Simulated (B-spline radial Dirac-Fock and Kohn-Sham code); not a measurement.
# Two-hole binding energies of In⁷⁺

System: In⁷⁺, [Kr] 4d6.

Input file task.json (cfg lists n, l and occupation; rrms is the nuclear radius in fm):

```json
{"items": [{
  "Z": 49,
  "q": 7,
  "cfg": [[1, 0, 2], [2, 0, 2], [2, 1, 6], [3, 0, 2], [3, 1, 6], [3, 2, 10], [4, 0, 2], [4, 1, 6], [4, 2, 6]],
  "A": 115,
  "rrms": 4.6156,
  "do": ["binding", "quiet", "double"]
}]}
```

Launch: `python xray_run.py task.json out`

Method: multi-electron Dirac-Fock with separately optimised hole states, Breit and Lamb-shift corrections added in first order. Computed with a radial atomic solver. U is the two-hole binding energy less the two single-hole energies, the effective repulsion of the holes after relaxation. Each two-hole energy is an average over J within one jj subconfiguration.

| holes | E(a) (eV) | E(b) (eV) | E(ab) (eV) | U (eV) |
| --- | --- | --- | --- | --- |
| 1s⁻² | 28072.5 | 28072.5 | 56936.0 | 791.0 |
| 1s⁻¹ 2p3/2⁻¹ | 28072.5 | 3865.0 | 32148.8 | 211.3 |
| 1s⁻¹ 3d3/2⁻¹ | 28072.5 | 581.9 | 28719.3 | 65.0 |
| 2s⁻² | 4378.2 | 4378.2 | 8892.2 | 135.7 |
| 2s⁻¹ 2p3/2⁻¹ | 4378.2 | 3865.0 | ? | ? |
| 2p1/2⁻² | 4073.0 | 4073.0 | 8312.7 | 166.7 |
| 2p3/2⁻² | 3865.0 | 3865.0 | 7880.5 | 150.5 |
| 2s⁻¹ 3p1/2⁻¹ | 4378.2 | 836.9 | 5277.7 | 62.6 |
| 2s⁻¹ 3p3/2⁻¹ | 4378.2 | 798.4 | 5237.5 | 60.9 |
| 2p1/2⁻¹ 3s⁻¹ | 4073.0 | 960.2 | 5094.5 | 61.3 |
| 2p1/2⁻¹ 3p3/2⁻¹ | 4073.0 | 798.4 | 4934.2 | 62.9 |
| 2p1/2⁻¹ 3d3/2⁻¹ | 4073.0 | 581.9 | 4718.6 | 63.8 |
| 2p3/2⁻¹ 3d5/2⁻¹ | 3865.0 | 574.3 | 4503.3 | 64.0 |
| 3d3/2⁻¹ 3d5/2⁻¹ | 581.9 | 574.3 | 1209.8 | 53.5 |

Question: Give the missing two-hole energy and U.

Answer: E(ab) = 8367.4 eV and U = 124.2 eV.

Run: 51 s of CPU time on 1 thread of Neoverse-N1 (shared host), peak memory 0.42 GiB.
